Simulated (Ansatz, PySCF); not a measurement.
Process, species as SMILES: F[C](Cl)Br -> F[C-](Cl)Br (an electron is taken up)
Structures are relaxed separately at B3LYP-D3(BJ)/def2-TZVP in Ansatz (a program for electronic structure).
Geometry of the first species:
```xyz
4

F     -0.7414     1.5885    -0.5581
C     -0.5663     0.4987     0.1785
Cl    -1.8772    -0.6112     0.0672
Br     1.1995    -0.1971     0.0803
```
Charge 0, spin multiplicity 2.

Property: adiabatic electron affinity (0 K, with B3LYP-D3(BJ) harmonic zero-point energies from PySCF), positive where the reaction releases energy, in eV. Valence correlation only, unless marked. UHF or UKS for open shells. Spin-orbit coupling is left out. Frozen are the shells of the preceding noble gas and the d and f shells that filled before the atom's block. Non-relativistic. Anions need diffuse functions: def2-D sets add few; the other sets have none. Basis-set limits of correlation are two-point, X^-3; Hartree-Fock from the larger set. [CCSD(T)-MP2]/basis is that difference in the basis named.

```csv
level,program,adiabatic electron affinity (eV)
revPBE/def2-TZVPD,Ansatz,…
r2SCAN/def2-TZVPD,Ansatz,2.13
B3LYP-D4/def2-TZVPD,Ansatz + dftd4,2.32
PBE0/def2-TZVP,Ansatz,…
B2GP-PLYP-D3(BJ)/def2-TZVPD,Ansatz + dftd3,…
CCSD/def2-SVPD,Ansatz,1.99
"RI-MP2/CBS(def2-TZVPPD,def2-QZVPPD)+[CCSD(T)-MP2]/def2-SVPD",Ansatz,2.26
```

**Question.** Some entries are withheld; supply them.

**Answer.** 
- revPBE/def2-TZVPD, adiabatic electron affinity (eV): 2.24
- PBE0/def2-TZVP, adiabatic electron affinity (eV): 1.90
- B2GP-PLYP-D3(BJ)/def2-TZVPD, adiabatic electron affinity (eV): 2.10
